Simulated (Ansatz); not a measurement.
A structure relaxed at PBE0-D4/def2-TZVP, charge 0, multiplicity 1:

Cartesian coordinates in Å:
```
N -1.952 0.000 -0.390
Si -0.232 0.049 -0.330
N 0.317 0.342 -1.935
Si 0.703 1.783 0.962
Si 0.405 -2.014 0.613
H -2.473 -0.514 0.302
H -2.470 0.797 -0.726
H 1.210 0.778 -2.097
H 0.077 -0.296 -2.677
H 0.070 3.096 0.651
H 2.171 1.919 0.733
H 0.495 1.505 2.411
H -0.336 -2.302 1.876
H 0.155 -3.144 -0.328
H 1.860 -1.999 0.935
```

Task: Give its formula and SMILES.

Result: H10N2Si3, `N[Si](N)([SiH3])[SiH3]`.

Task: Point group (tolerance 0.08 Å, 0.16 Å for H)?

Result: C2.

Task: Summarise the bond lengths by kind.

Result: 2 × N–Si 1.721 Å; 4 × H–N 1.007 to 1.008 Å; 2 × Si–Si 2.356 Å; 6 × H–Si 1.490 to 1.492 Å.

Program: Ansatz 0.2.0.
